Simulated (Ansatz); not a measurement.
Stretching the Si1–H2 bond in H3NSi (SMILES N[SiH]) (multiplicity 1 held, fragments rigid). Energies count from the point at 1.530 Å.
Geometry at that point (charge 0, multiplicity 1):
```xyz
5

Si    -0.24475     0.39104     0.51000
H     -0.58600     1.47386    -0.51531
N      0.39778    -0.68955    -0.65445
H      0.46314    -0.52839    -1.64843
H      0.76485    -1.59314    -0.39510
```

Signs of static correlation in cc-pV(D+d)Z, with CASSCF(2,2), from Ansatz (a first-principles code) runs.

```csv
R (Å),T1 of restricted CCSD,⟨S²⟩ of UHF,largest double amplitude of restricted CCSD,weight of the CASSCF reference in MRCISD,CASSCF natural occupations
1.224,0.018,0.000,0.088,0.904,1.99 0.01
1.377,0.018,0.000,0.084,0.904,1.99 0.01
1.530,0.018,0.000,0.079,0.904,1.98 0.02
1.683,0.018,0.000,0.071,0.904,1.97 0.03
1.836,0.019,0.000,0.075,0.904,1.96 0.04
2.065,0.021,0.000,0.117,0.904,1.93 0.07
2.295,0.025,0.341,0.174,0.904,1.89 0.11
2.677,?,?,0.283,0.904,1.78 0.22
3.060,0.059,0.922,0.418,0.903,1.61 0.39
3.518,0.090,0.990,0.615,0.903,1.40 0.60
4.130,0.124,1.016,0.868,0.903,1.19 0.81
4.895,0.144,1.022,1.064,0.903,1.07 0.93
```

Some entries are withheld; supply them.


- 2.677, T1 of restricted CCSD: 0.038
- 2.677, ⟨S²⟩ of UHF: 0.764

Doubts at one or more of the structures used: a restricted determinant that unrestricted orbitals would lower (R-CCSD(T)/cc-pV(D+d)Z); T1 above 0.05 (R-CCSD(T)/cc-pV(D+d)Z, U-CCSD(T)/cc-pV(D+d)Z); other coupled-cluster roots lie near (R-CCSD(T)/cc-pV(D+d)Z); a spin-contaminated determinant (U-CCSD(T)/cc-pV(D+d)Z).
